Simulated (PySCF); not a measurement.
Compound: C5H6F2O.
Atom-mapped SMILES: `[F:1][CH2:2][C:3]1=[CH:4][CH2:5][O:6][C@H:7]1[F:8]` (hydrogens: H9, H10 on C2; H11 on C4; H12, H13 on C5; H14 on C7)

Geometry (PBE0-D3(BJ)/def2-SVP, Å), atoms numbered from 1 in this order:
```
atom  x, y, z in Å
F1     2.2421   -1.5688    0.1916
C2     1.8657   -0.3434   -0.2812
C3     0.4093   -0.1245   -0.1034
C4    -0.4842   -0.9197    0.4846
C5    -1.8165   -0.2471    0.4753
O6    -1.6123    0.9483   -0.2558
C7    -0.2750    1.1590   -0.4841
F8     0.2136    2.1796    0.3120
H9     2.4246    0.4430    0.2580
H10    2.1395   -0.2707   -1.3505
H11   -0.2820   -1.8945    0.9289
H12   -2.5974   -0.8403   -0.0315
H13   -2.1792   -0.0268    1.4971
H14   -0.1225    1.4982   -1.5245
```

The closed-shell ground state was solved at several levels (PySCF, density fitting, gas phase, non-relativistic).

| level | basis functions | HOMO (eV) | LUMO (eV) | gap (eV) | dipole (D) |
| --- | --- | --- | --- | --- | --- |
| wB97X-D/def2-SVPD | 217 | -9.67 | 1.43 | 11.10 | 1.49 |
| mPW1PW91/pcSseg-1 | 166 | -7.81 | -0.32 | 7.49 | 1.47 |
| B3LYP/pcJ-1 | 276 | -7.55 | -0.51 | 7.04 | 1.47 |

Q: Estimate the row for PBE0/pcSseg-1, a basis of 166 functions; the other rows only guide the guess.

A: HOMO -7.77 eV, LUMO -0.29 eV, gap 7.48 eV, dipole 1.46 D.

Q: Over all these levels, which gives the widest orbital gap and which the narrowest?

A: wB97X-D/def2-SVPD (range-separated hybrid) has the widest, 11.10 eV, and B3LYP/pcJ-1 (global hybrid, 20 % exact exchange) the narrowest, 7.04 eV. Functional and basis both differ between the two, so the spread mixes both effects.

Q: How far do the dipole and the HOMO energy spread over the levels?

A: The dipole runs from 1.46 to 1.49 D (mean 1.47 D) and the HOMO from -9.67 to -7.55 eV.

One conformer stands for the species.
